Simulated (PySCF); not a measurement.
A structure optimised at PBE-D3(BJ)/def2-SVP, used in a PySCF frequency run:

```
C
H 1 1.1203
O 1 1.4389 2 112.74
H 3 0.9754 1 107.60 2 59.33
Si 1 1.8924 2 107.07 3 -117.39
F 5 1.6645 1 104.76 2 -76.14
H 5 1.4976 6 107.82 1 118.30
H 5 1.5002 7 111.33 6 -117.31
Si 1 1.9164 2 108.26 3 124.42
O 9 1.6793 1 110.82 2 51.59
H 10 0.9781 9 111.25 1 50.96
H 9 1.5030 10 107.45 11 168.94
H 9 1.5077 12 109.00 10 -123.51
```

Write its SMILES and formula.

O[SiH2][C@@H](O)[SiH2]F, CH7FO2Si2

What are its rotational constants (standard atomic weights)?

2.4506, 2.0396, 1.1956 GHz
